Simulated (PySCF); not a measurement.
C2H4F2OSi, SMILES O=C[Si@@H](F)CF. Atoms are numbered in the order given.

```xyz
10

O      1.8073     0.3808    -1.6707
C      1.7870     0.0810    -0.4954
Si     0.1131    -0.4907     0.2635
F      0.2412    -0.4748     1.8894
C     -1.1881     0.7412    -0.3338
F     -2.4683     0.2516    -0.1186
H      2.7262     0.1393     0.1235
H     -0.2082    -1.8726    -0.1706
H     -1.0320     0.9171    -1.4144
H     -1.0769     1.7150     0.1776
```

Geometry optimised at B3LYP-D3(BJ)/def2-SVP. The structure was generated by enumeration; whether it is a known compound was not checked. One conformer was computed; it need not be the lowest.

Level of theory: B3LYP-D3(BJ)/def2-SVP (PySCF 2.14.0).

Frequencies are harmonic and unscaled.

Problem. Estimate the vibrational spectrum. (An estimate is asked for; the answer gives what the named calculation found.)

Solution. 
```tsv
mode	ν (cm⁻¹)	IR (km/mol)	Raman (Å⁴/amu)	depolarisation	moving atoms (share of kinetic energy)
1	58	8.7	2.7	0.74	O 34 %, F 24 %, H 18 %, C 17 %
2	76	10.9	0.7	0.73	F 40 %, H 20 %, C 20 %, O 15 %
3	120	5.3	1.1	0.73	C 25 %, O 23 %, F 22 %, H 20 %, Si 10 %
4	159	10.1	0.6	0.56	F 60 %, C 13 %, H 10 %, Si 8 %
5	242	12.1	1.5	0.74	Si 30 %, F 28 %, H 28 %, C 14 %
6	297	6.9	4.8	0.37	F 37 %, C 23 %, O 18 %, Si 12 %, H 10 %
7	365	12.6	4.2	0.70	O 30 %, Si 21 %, C 20 %, F 18 %, H 11 %
8	617	33.2	14.7	0.17	C 42 %, H 40 %, Si 12 %
9	677	34.8	7.9	0.64	H 63 %, C 31 %
10	739	21.9	1.0	0.71	C 41 %, Si 35 %, H 22 %
11	778	61.3	7.3	0.58	H 68 %, C 15 %, Si 13 %
12	839	5.1	7.2	0.75	H 57 %, F 28 %, C 9 %
13	899	62.6	1.2	0.71	H 58 %, C 32 %
14	926	172.7	2.3	0.63	Si 41 %, F 27 %, H 26 %
15	1073	72.1	3.2	0.73	C 50 %, F 41 %, H 9 %
16	1238	4.0	9.3	0.73	H 91 %
17	1313	2.5	4.1	0.22	H 73 %, C 25 %
18	1377	18.4	7.7	0.47	H 81 %, C 12 %
19	1450	4.8	11.1	0.75	H 93 %
20	1774	82.0	8.7	0.74	C 57 %, O 42 %
21	2265	89.0	139.6	0.20	H 97 %
22	2829	139.4	258.1	0.34	H 92 %
23	3019	9.2	106.4	0.10	H 95 %
24	3075	10.6	67.8	0.74	H 90 %, C 10 %
```
